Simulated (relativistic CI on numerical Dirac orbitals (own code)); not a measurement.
Calculated at this level of theory: Dirac-Coulomb-Breit CI, KLI orbitals optimised for each configuration, model QED (radiative potential, 1s self-energy scaled to tabulated hydrogen-like ionisation energies), unscaled Slater integrals (own radial code, finite nucleus).

Configuration list (outside the closed core 1s2): 2s²2p⁵, 2s2p⁶, 2p⁶3s, 2p⁶3p, 2p⁶3d, 2s²2p⁴3s, 2s²2p⁴3p, 2s²2p⁴3d, 2s2p⁵3s, 2s2p⁵3p, 2s2p⁵3d, 2s²2p⁴4s, 2s²2p⁴4p, 2s²2p⁴4d, 2s²2p⁴4f, 2s2p⁵4s, 2s²2p³3s², 2s2p⁵4p, 2s2p⁵4d, 2s2p⁵4f, 2s²2p³3s3p, 2s²2p⁴5s, 2s²2p⁴5p, 2s²2p⁴5d, 2s²2p³3s3d, 2s²2p⁴5f, 2s²2p⁴5g, 2s²2p³3p², 2s²2p³3p3d, 2s2p⁴3s², 2s²2p³3d², 2s2p⁴3s3p, 2s2p⁴3s3d, 2s2p⁴3p², 2s2p⁵5s, 2s2p⁵5p. Levels of other configurations are missing.

At this charge energies of transitions that change n are usually good to better than 1 %, and those within a shell (Δn = 0) to a few per cent.

Outline of the computed level scheme of Pm LIII. Lowest level of each configuration: 2s²2p⁵ ²P°3/2 at 0.00 eV; 2s2p⁶ ²S1/2 at 939.44 eV; 2s²2p⁴3s ⁴P5/2 at 5627.23 eV; 2s²2p⁴3p ⁴P°3/2 at 5729.53 eV; 2s²2p⁴3d ⁴D3/2 at 6004.84 eV; 2s2p⁵3s ⁴P°5/2 at 6523.32 eV.

Some strong electric-dipole decays among the lowest 45 levels: 2s²2p⁴3d ²P3/2 → 2s²2p⁵ ²P°3/2 (8.2e+14 s⁻¹); 2s²2p⁴3d ²D5/2 → 2s²2p⁵ ²P°3/2 (6.6e+14 s⁻¹); 2s²2p⁴3d ²D5/2 → 2s²2p⁵ ²P°3/2 (5.1e+14 s⁻¹); 2s²2p⁴3d ²P1/2 → 2s²2p⁵ ²P°3/2 (3.6e+14 s⁻¹); 2s²2p⁴3d ⁴F5/2 → 2s²2p⁵ ²P°3/2 (2.9e+14 s⁻¹); 2s²2p⁴3d ⁴P1/2 → 2s²2p⁵ ²P°3/2 (1.1e+14 s⁻¹); 2s²2p⁴3s ²P3/2 → 2s²2p⁵ ²P°3/2 (9.4e+13 s⁻¹); 2s²2p⁴3s ²D3/2 → 2s²2p⁵ ²P°1/2 (6.4e+13 s⁻¹).

LS names give the leading component of a level, which can be under half, so a name can repeat, a term be missing and a line seem to break the LS rules.
